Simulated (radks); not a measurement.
Values are calculated unless marked as measured or tabulated.
Question: Species: Al. Configuration: [Ne] 3s2 3p1. Level of theory: scalar-relativistic Kohn-Sham, LDA (Slater exchange, VWN5 correlation), spin-unpolarised, spherical densities, finite nucleus; Fermi nuclear charge, rms radius 3.061 fm (a radial shooting solver on a logarithmic mesh with Libxc functionals). Some entries of the table are withheld. Estimate them.

| orbital | occ. | eigenvalue (hartree) | <r> (bohr) |
|---|---|---|---|
| 1s | 2 | (1) | 0.1206 |
| 2s | 2 | (2) | (3) |
| 2p | 6 | -2.56257 | (4) |
| 3s | 2 | -0.28775 | (5) |
| 3p | 1 | -0.10227 | 3.440 |

Answer: 
(1) 1s eigenvalue (hartree): -55.28206
(2) 2s eigenvalue (hartree): -3.95114
(3) 2s <r> (bohr): 0.6291
(4) 2p <r> (bohr): 0.6047
(5) 3s <r> (bohr): 2.533
